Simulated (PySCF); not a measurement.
# Spin states of CuF

Unrestricted PBE0; PySCF, scalar-relativistic core potentials, basis sets Cu cc-pVDZ-PP with ECP10, F cc-pVDZ. Outer shells of the fragments: Cu 3d10 4s1; F 2s2 2p5.

Followed along the bond (rough minima from three points):

```csv
2Ms+1,unpaired,⟨S²⟩ at the start,R at minimum (Å),Te (eV)
1,none,0.00,1.74,0.00
3,σ ↑↑,2.00,1.75,1.26
3,"σ ↑, π ↑",2.00,1.76,1.62
```

Solutions found at the starting distance of 1.750 Å, counted from the lowest of them; the search is not exhaustive and high or unbound solutions are not listed, so other states can lie among these:

```csv
2Ms+1,unpaired,term,E (eV),⟨S²⟩,⟨Lz²⟩,μ (D)
1,none,¹Σ⁺,0.00,0.00,0.00,-4.63
3,σ ↑↑,³Σ⁺,1.26,2.00,0.00,-2.04
3,"σ ↑, π ↑",³Π,1.62,2.00,1.01,-1.81
1,"σ ↑, π ↓",mixed,1.77,1.01,1.00,-1.76
3,"σ ↑, δ ↑",³Δ,2.21,2.00,4.00,-2.46
1,"σ ↓, δ ↑",mixed,2.37,1.00,4.00,-2.29
3,"σ ↑, π ↑",³Π,5.52,2.00,1.08,-3.61
1,"σ ↑, π ↓",mixed,5.67,1.00,1.01,-3.64
5,"σ ↑↑, π ↑↑",mixed,8.93,6.01,3.17,1.05
5,"σ ↑↑, π ↑↑",mixed,8.97,6.00,2.02,1.40
5,"σ ↑↑, π ↑, δ ↑",mixed,9.28,6.00,4.98,-0.13
```

A term symbol is given only where ⟨S²⟩ and ⟨Lz²⟩ are close to those of a pure state; real π, δ and φ orbitals otherwise mix terms. A positive dipole means Cu(−)F(+).

The measured ground state is X ¹Σ+ (Huber and Herzberg, Constants of Diatomic Molecules (1979)).
